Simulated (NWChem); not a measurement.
# MgSiH₄O₂; SMILES [OH][Mg][O][SiH3]

```xyz
8

Mg     0.5119     1.1513     0.0000
O      0.6965     2.8979     0.0000
H      0.7993     3.8424     0.0000
O      0.3229    -0.6354     0.0000
Si     0.1514    -2.2616     0.0000
H      0.7880    -2.8810    -1.2090
H     -1.2945    -2.6614     0.0000
H      0.7880    -2.8810     1.2090
```
Atoms are numbered in this order, from 1.

All runs: NWChem. All runs use the structure optimised with PBE0/def2-SVP. Vertical excitations in the gas phase.

Task: What does the run give for PBE/def2-SVPD, full TDDFT? Quantities: lowest excitation, singlet (eV); oscillator strength of that lowest state; lowest state with f > 0.02, singlet (eV); oscillator strength of that bright state; orbital gap (eV).

Result: 
| Property | Result |
|---|---|
| lowest excitation, singlet (eV) | 4.54 |
| oscillator strength of that lowest state | 0.000 |
| lowest state with f > 0.02, singlet (eV) | 4.73 |
| oscillator strength of that bright state | 0.045 |
| orbital gap (eV) | 4.50 |
